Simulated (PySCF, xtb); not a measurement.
C5H4F2, SMILES C1(C=CC=C1)(F)F.

xtb with GFN2-xTB at its own geometry gives an orbital gap of 3.33 eV and a dipole moment of 3.25 D.

Coordinates come from a PBE-D3(BJ)/def2-SVP optimisation. One conformer was computed; it need not be the lowest.

**Question.** What does PBE/def2-TZVP in PySCF give? (An estimate is asked for; the answer gives what the named calculation found.)

**Answer.** gap 3.03 eV (levels -5.94 and -2.91 eV), dipole 2.33 D.
